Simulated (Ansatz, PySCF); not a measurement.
Pair of molecules: HF (SMILES F) (first 2 atoms) with C3H8 (SMILES CCC); geometry from B3LYP-D3(BJ)/def2-TZVP, rigid monomers moved along the line of their centres of mass till H2···C5 is 2.69 Å.
(charge 0, multiplicity 1):
```xyz
13

F     -0.362     0.091     0.369
H     -0.498     0.356     1.248
C      0.838    -1.110     3.896
C      0.098    -0.064     4.725
C     -0.715     0.904     3.868
H      1.411    -1.788     4.530
H      0.142    -1.715     3.309
H      1.535    -0.641     3.197
H      0.815     0.503     5.324
H     -0.569    -0.562     5.434
H     -1.240     1.647     4.471
H     -0.065     1.459     3.182
H     -1.479     0.369     3.293
```

Counterpoise-corrected where a basis set is named; no monomer relaxation.

Codes used: Ansatz (an electronic-structure program) with Gaussian orbitals; PySCF for the dispersion terms. Values without a source in brackets are computed.

**Question.** What interaction energy does PBE/def2-TZVPPD give?

**Answer.** -1.6 kcal/mol
